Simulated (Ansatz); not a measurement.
```yaml
crystal:
  periodic: [false, false, false]
  atoms:
    - {symbol: C, position_ang: [-2.325755, -0.698929, 1.095522]}
    - {symbol: Ga, position_ang: [-0.355876, -0.832640, 1.157864]}
    - {symbol: N, position_ang: [0.481305, 1.009087, 0.976796]}
    - {symbol: C, position_ang: [1.714107, 1.149816, 1.747214]}
    - {symbol: C, position_ang: [-0.414691, 2.120108, 1.276211]}
    - {symbol: Ga, position_ang: [0.819094, 0.697255, -1.001751]}
    - {symbol: C, position_ang: [-0.597168, 1.552290, -2.081245]}
    - {symbol: N, position_ang: [0.380082, -1.260664, -0.686363]}
    - {symbol: C, position_ang: [-0.590575, -1.827253, -1.615664]}
    - {symbol: C, position_ang: [1.568966, -2.107769, -0.639653]}
    - {symbol: H, position_ang: [-2.624771, -0.027085, 0.267460]}
    - {symbol: H, position_ang: [-2.674771, -0.077085, 0.267460]}
    - {symbol: H, position_ang: [-2.712935, -0.268050, 2.022142]}
    - {symbol: H, position_ang: [0.454900, -1.655593, 2.231384]}
    - {symbol: H, position_ang: [2.230600, 2.085314, 1.500066]}
    - {symbol: H, position_ang: [1.509746, 1.147506, 2.824821]}
    - {symbol: H, position_ang: [2.396143, 0.325449, 1.534771]}
    - {symbol: H, position_ang: [0.048044, 3.082272, 1.023111]}
    - {symbol: H, position_ang: [-0.670028, 2.147491, 2.342981]}
    - {symbol: H, position_ang: [-1.341164, 2.030889, 0.708956]}
    - {symbol: H, position_ang: [2.365470, 0.832054, -1.280323]}
    - {symbol: H, position_ang: [-0.482418, 2.639047, -2.077173]}
    - {symbol: H, position_ang: [-0.541910, 1.222638, -3.121641]}
    - {symbol: H, position_ang: [-1.599165, 1.321599, -1.711142]}
    - {symbol: H, position_ang: [-0.173945, -1.901822, -2.627990]}
    - {symbol: H, position_ang: [-0.892125, -2.836401, -1.308041]}
    - {symbol: H, position_ang: [-1.485436, -1.206731, -1.663187]}
    - {symbol: H, position_ang: [2.306098, -1.697545, 0.051890]}
    - {symbol: H, position_ang: [1.319687, -3.121289, -0.302556]}
    - {symbol: H, position_ang: [2.040243, -2.183052, -1.627190]}
basis:
  gaussian: {orbitals: aug-pcseg-2}
hamiltonian: {xc: {name: PBE0}, dispersion: d3bj}
output: {forces: true}
```

```sh
$ ansatz run in.yaml --threads 11 --pin off --events-out ev --progress --plain --max-ram 110592MiB --backend cuda --devices 0, --max-vram 75GiB
```

Shortened log:

```
Functional definition: PBE0
  name "PBE0"
  cite "Adamo & Barone, J. Chem. Phys. 110, 6158 (1999) doi:10.1063/1.478522"
  cite "Perdew, Burke & Ernzerhof, Phys. Rev. Lett. 77, 3865 (1996) doi:10.1103/PhysRevLett.77.3865"
  parent pbe
  parameter a = 0.25
  parameter kappa = 0.804
  parameter beta = 0.06672455060314922
  exchange = (1 - a)*pbe_x(kappa = kappa, mu = beta*pi^2/3) + a*exact_x
  correlation = pbe_c(beta = beta)
3757 factors; their error is unknown
mean field evaluation 1: about -114070.6359 eV, gradient 1.2e2 eV
mean field evaluation 2: about -114035.8744 eV, gradient 1.6e2 eV
mean field evaluation 4: about -114100.3050 eV, gradient 1.2e1 eV
mean field evaluation 8: about -114100.7045 eV, gradient 4.8e-1 eV
mean field evaluation 16: about -114101.0243 eV, gradient 1.1e-2 eV
a density is far from that of the atoms, so the factors are made again for it
5561 factors; integrals over basis functions are off by at most 1.1e-3 eV
mean field -114101.02570417 eV, -4193.1353541752 hartree, gradient 2.7e-5 eV, S^2 0.000000; 0 other end points of the search recorded, 6 dependent functions left out
the calculation of the forces begins
reference -114101.02579494 eV, -4193.1353575108 hartree; 66, 66 occupied and 874, 874 virtual orbitals, 5561 factors
Total energy: -114101.88726330 eV, -4193.1670158892 hartree
Atom 0 at    -2.325755    -0.698929     1.095522 Å, force     1.691736    -3.008787     2.541421 eV/Å
Atom 1 at    -0.355876    -0.832640     1.157864 Å, force    -0.382053     0.032669    -0.311282 eV/Å
Atom 2 at     0.481305     1.009087     0.976796 Å, force     0.189797     0.182466    -0.077155 eV/Å
Atom 3 at     1.714107     1.149816     1.747214 Å, force     0.032102     0.041370    -0.009096 eV/Å
Atom 4 at    -0.414691     2.120108     1.276211 Å, force     0.081937     0.032568     0.016968 eV/Å
Atom 5 at     0.819094     0.697255    -1.001751 Å, force     0.109174    -0.016053     0.047495 eV/Å
Atom 6 at    -0.597168     1.552290    -2.081245 Å, force    -0.003327     0.015113    -0.022195 eV/Å
Atom 7 at     0.380082    -1.260664    -0.686363 Å, force    -0.006259     0.064361    -0.000392 eV/Å
Atom 8 at    -0.590575    -1.827253    -1.615664 Å, force    -0.006726    -0.092143    -0.032135 eV/Å
Atom 9 at     1.568966    -2.107769    -0.639653 Å, force     0.037531    -0.036286     0.017161 eV/Å
Atom 10 at    -2.624771    -0.027085     0.267460 Å, force  2014.966340  2017.329174    -1.058167 eV/Å
Atom 11 at    -2.674771    -0.077085     0.267460 Å, force -2015.755872 -2015.185792    -0.352424 eV/Å
Atom 12 at    -2.712935    -0.268050     2.022142 Å, force    -0.530798     0.519245    -0.765362 eV/Å
Atom 13 at     0.454900    -1.655593     2.231384 Å, force    -0.251009     0.080577    -0.047498 eV/Å
Atom 14 at     2.230600     2.085314     1.500066 Å, force     0.000362    -0.035191     0.025232 eV/Å
Atom 15 at     1.509746     1.147506     2.824821 Å, force    -0.003499     0.000035    -0.029701 eV/Å
Atom 16 at     2.396143     0.325449     1.534771 Å, force    -0.019861     0.023179     0.001005 eV/Å
Atom 17 at     0.048044     3.082272     1.023111 Å, force    -0.003674    -0.035433    -0.006672 eV/Å
Atom 18 at    -0.670028     2.147491     2.342981 Å, force    -0.017531    -0.018182    -0.047443 eV/Å
Atom 19 at    -1.341164     2.030889     0.708956 Å, force     0.038379     0.001844     0.028386 eV/Å
Atom 20 at     2.365470     0.832054    -1.280323 Å, force    -0.064646     0.003960    -0.005170 eV/Å
Atom 21 at    -0.482418     2.639047    -2.077173 Å, force    -0.022240    -0.041109     0.018017 eV/Å
Atom 22 at    -0.541910     1.222638    -3.121641 Å, force    -0.020222    -0.001258     0.041824 eV/Å
Atom 23 at    -1.599165     1.321599    -1.711142 Å, force    -0.007308     0.010775    -0.012505 eV/Å
Atom 24 at    -0.173945    -1.901822    -2.627990 Å, force     0.002110     0.035902     0.029868 eV/Å
Atom 25 at    -0.892125    -2.836401    -1.308041 Å, force    -0.021373     0.098100     0.006789 eV/Å
Atom 26 at    -1.485436    -1.206731    -1.663187 Å, force     0.010964    -0.044782     0.002852 eV/Å
Atom 27 at     2.306098    -1.697545     0.051890 Å, force    -0.020110    -0.004467    -0.021926 eV/Å
Atom 28 at     1.319687    -3.121289    -0.302556 Å, force    -0.003034     0.040234    -0.014613 eV/Å
Atom 29 at     2.040243    -2.183052    -1.627190 Å, force    -0.020891     0.007910     0.036717 eV/Å
Dipole moment:     0.081275     0.304016    -0.088661 e Å
```

In this input one atom was put on top of another. The run converged. The result belongs to that input, not to the molecule as meant.
